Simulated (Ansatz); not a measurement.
ClH$_{4}$OSi$_{2}$ (`O[Si]([SiH3])Cl`) radical. Total charge 0; spin multiplicity 2.

Z-matrix (Å, degrees):
```
Si
Si 1 2.353
H 1 1.488 2 111.9
H 1 1.485 2 107.2 3 -120.5
H 1 1.486 2 108.5 3 121.3
Cl 2 2.079 1 109.3 3 59.1
O 2 1.646 1 107.7 3 -59.3
H 7 0.960 2 118.3 1 160.9
```

Task: What are the harmonic wavenumbers in cm⁻¹ at PBE0-D4/def2-TZVP (Ansatz, finite differences of forces, unscaled)? (An estimate is asked.)

Result: Ansatz gave: 97, 106, 163, 182, 280, 384, 495, 510, 541, 798, 852, 907, 930, 932, 2214, 2234, 2241, 3897.

Task: Is this a minimum?

Result: Yes, all 18 modes are real.

Task: Give the ideal-gas thermochemistry at 298.15 K and 1 bar (rigid rotor, harmonic oscillator; point group C1, symmetry number 1).

Result: Zero-point energy 106.2 kJ/mol; H(298) − E = 127.7 kJ/mol; entropy 359.1 J/(mol·K), of which translation 167.7, rotation 115.0, vibration 70.6, electronic 5.8; G(298) − E = 20.6 kJ/mol. Modes under 100 cm⁻¹ are hindered rotations or soft bends, so the harmonic entropy is rough.

Task: And at 400, 500, 600, 800 and 1000 K?

Result: 
```csv
T (K),H − E (kJ/mol),S (J/mol/K),G − E (kJ/mol)
400,139.1,392.0,-17.7
500,151.5,419.7,-58.3
600,164.8,443.9,-101.5
800,193.3,484.7,-194.5
1000,223.6,518.5,-294.9
```

Task: Rotational constants (cm⁻¹)?

Result: 0.1477, 0.07132, 0.05167.
